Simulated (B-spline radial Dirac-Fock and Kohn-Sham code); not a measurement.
# Auger parameter of dysprosium: the K level and its strongest K-LL line

Calculated with a radial atomic solver, using Dirac-Fock (average of configuration) total-energy differences with a finite nucleus, the Breit interaction including its frequency dependence, and self-energy and vacuum-polarisation corrections. The modified Auger parameter α′ is the binding energy plus the kinetic energy of the Auger electron; it does not depend on the energy zero. For free ions it tends to fall with charge, since less charge screens the final holes.

```
            species          configuration  binding 1s (eV)  Auger line  kinetic (eV)  α′ (eV)
                 Dy          [Xe] 4f10 6s2          53787.8    L2L3 J=2       37201.2  90989.0
                 Dy       [Xe] 4f9 6s2 6p1          53799.4    L2L3 J=2       37186.1  90985.5
                 Dy              [Xe] 4f12          53773.7    L2L3 J=2       37224.5  90998.2
                Dy⁺          [Xe] 4f10 6s1          53794.9    L2L3 J=2       37192.8  90987.6
 Dy⁺ (Watson 2.4 Å)          [Xe] 4f10 6s1          53789.1    L2L3 J=2       37198.7  90987.8
 Dy⁺ (Watson 2.7 Å)          [Xe] 4f10 6s1          53789.6    L2L3 J=2       37198.1  90987.7
               Dy²⁺              [Xe] 4f10          53803.1    L2L3 J=2       37183.5  90986.5
Dy²⁺ (Watson 1.8 Å)              [Xe] 4f10          53787.1    L2L3 J=2       37199.5  90986.6
               Dy³⁺               [Xe] 4f9          53823.5    L2L3 J=2       37158.6  90982.1
Dy³⁺ (Watson 2.4 Å)               [Xe] 4f9          53805.5    L2L3 J=2       37176.6  90982.1
               Dy⁴⁺               [Xe] 4f8          53846.4    L2L3 J=2       37131.3  90977.7
               Dy⁵⁺  [Kr] 4d10 4f8 5s2 5p5          53865.2    L2L3 J=2       37112.1  90977.2
               Dy⁶⁺  [Kr] 4d10 4f8 5s2 5p4          53884.8    L2L3 J=2       37092.1  90976.9
               Dy⁷⁺  [Kr] 4d10 4f9 5s2 5p2          53898.8    L2L3 J=2       37081.7  90980.6
```
